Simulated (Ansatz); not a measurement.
One geometry of C2H3GaS, SMILES `C#[C][GaH][SH]`, several functionals.

```yaml
crystal:
  periodic: [false, false, false]
  atoms:
    - {symbol: C, position_ang: [-1.807688, -0.921790, -0.516561]}
    - {symbol: C, position_ang: [-0.857929, -0.430517, 0.046525]}
    - {symbol: Ga, position_ang: [0.650279, 0.349429, 0.917680]}
    - {symbol: S, position_ang: [2.241645, 1.118260, -0.379137]}
    - {symbol: H, position_ang: [-2.647297, -1.356019, -1.010487]}
    - {symbol: H, position_ang: [0.810766, 0.467812, 2.455392]}
    - {symbol: H, position_ang: [1.610224, 0.772814, -1.513402]}
basis:
  gaussian: {orbitals: def2-TZVPP}
hamiltonian: {xc: {name: B3LYP}, dispersion: d4}
output: {forces: true, orbitals: {seedname: orbitals}}
```

```sh
$ ansatz run in.yaml --threads 2 --pin off --events-out ev --progress --plain --max-ram 4352MiB
```

It prints (some lines left out):

```
Functional definition: B3LYP
1236 factors; their error is unknown
mean field evaluation 1: about -65331.2052 eV, gradient 5.8e1 eV
mean field evaluation 2: about -65319.3397 eV, gradient 8.9e1 eV
mean field evaluation 4: about -65337.9587 eV, gradient 1.3e1 eV
mean field evaluation 8: about -65338.3495 eV, gradient 1.9e-1 eV
mean field evaluation 16: about -65338.5058 eV, gradient 3.4e-4 eV
mean field -65338.50576845 eV, -2401.1457989607 hartree, gradient 1.8e-5 eV, S^2 0.000000; 0 other end points of the search recorded, 0 dependent functions left out
reference -65338.50602276 eV, -2401.1458083064 hartree; 31, 31 occupied and 163, 163 virtual orbitals, 1236 factors
Total energy: -65338.76958396 eV, -2401.1554940020 hartree
Atom 0 at    -1.807688    -0.921790    -0.516561 Å, force    -0.074086    -0.038407    -0.042987 eV/Å
Atom 1 at    -0.857929    -0.430517     0.046525 Å, force    -0.119340    -0.061293    -0.057519 eV/Å
Atom 2 at     0.650279     0.349429     0.917680 Å, force    -0.056750    -0.023104     0.220724 eV/Å
Atom 3 at     2.241645     1.118260    -0.379137 Å, force     0.137701     0.065840    -0.137917 eV/Å
Atom 4 at    -2.647297    -1.356019    -1.010487 Å, force     0.090367     0.046704     0.052188 eV/Å
Atom 5 at     0.810766     0.467812     2.455392 Å, force    -0.004371    -0.002809    -0.023230 eV/Å
Atom 6 at     1.610224     0.772814    -1.513402 Å, force     0.026481     0.013069    -0.011258 eV/Å
Dipole moment:    -0.229604    -0.117050    -0.064167 e Å
```

Hardware: 2 threads of an Arm Neoverse V1 on a shared host. Wall time 6 s, peak host memory 0.48 GiB.

Changing it to `hamiltonian: {xc: {name: B97M-V}}` and no forces (abridged; 13 s):

```
Functional definition: B97M-V
mean field evaluation 16: about -65323.8653 eV, gradient 1.2e-3 eV
mean field -65323.86531622 eV, -2400.6077722650 hartree, gradient 3.9e-5 eV, S^2 0.000000
Total energy: -65323.86537483 eV, -2400.6077744188 hartree
```

Changing it to `hamiltonian: {xc: r2scan, dispersion: d4}` (abridged; 6.5 s):

```
Functional definition: r2SCAN
mean field evaluation 16: about -65334.2104 eV, gradient 4.2e-3 eV
mean field -65334.21035234 eV, -2400.9879453303 hartree, gradient 2.1e-5 eV, S^2 0.000000
Total energy: -65334.24802123 eV, -2400.9893296364 hartree
Atom 0 force    -0.309624    -0.160275    -0.184513 eV/Å
Atom 1 force     0.350448     0.181384     0.206218 eV/Å
Atom 2 force    -0.057522    -0.027247     0.066652 eV/Å
Atom 3 force    -0.003934    -0.001391     0.026331 eV/Å
Atom 4 force     0.041685     0.021558     0.024964 eV/Å
Atom 5 force    -0.009959    -0.008332    -0.134005 eV/Å
Atom 6 force    -0.011095    -0.005697    -0.005647 eV/Å
Dipole moment:    -0.240095    -0.122628    -0.076576 e Å
```

Changing it to `hamiltonian: {xc: {name: wB97X-V}}` and no forces (abridged; 11 s):

```
Functional definition: wB97X-V
mean field evaluation 16: about -65329.3962 eV, gradient 6.1e-5 eV
mean field -65329.39617625 eV, -2400.8110276222 hartree, gradient 2.4e-5 eV, S^2 0.000000
Total energy: -65329.39617430 eV, -2400.8110275503 hartree
```

With the line `hamiltonian: {xc: {name: wB97M-V}}` (abridged; 15 s):

```
Functional definition: wB97M-V
mean field evaluation 16: about -65332.2651 eV, gradient 7.5e-5 eV
mean field -65332.26512869 eV, -2400.9164596795 hartree, gradient 7.5e-5 eV, S^2 0.000000
Total energy: -65332.26517607 eV, -2400.9164614205 hartree
Atom 0 force     0.163704     0.084609     0.098911 eV/Å
Atom 1 force    -0.298361    -0.154073    -0.171522 eV/Å
Atom 2 force     0.102193     0.055076     0.147758 eV/Å
Atom 3 force    -0.060032    -0.031871    -0.065778 eV/Å
Atom 4 force     0.071376     0.036888     0.041144 eV/Å
Atom 5 force    -0.020868    -0.013740    -0.130668 eV/Å
Atom 6 force     0.041989     0.023110     0.080155 eV/Å
Dipole moment:    -0.243693    -0.123810    -0.050816 e Å
```

Changing it to `hamiltonian: {xc: pbe0, dispersion: d4}` and no forces (abridged; 3.5 s):

```
Functional definition: PBE0
mean field evaluation 16: about -65323.1464 eV, gradient 4.3e-5 eV
mean field -65323.14644710 eV, -2400.5813543119 hartree, gradient 4.3e-5 eV, S^2 0.000000
Total energy: -65323.28434811 eV, -2400.5864220808 hartree
```

B3LYP takes the VWN-RPA correlation (the form of Gaussian; ORCA's B3LYP/G).
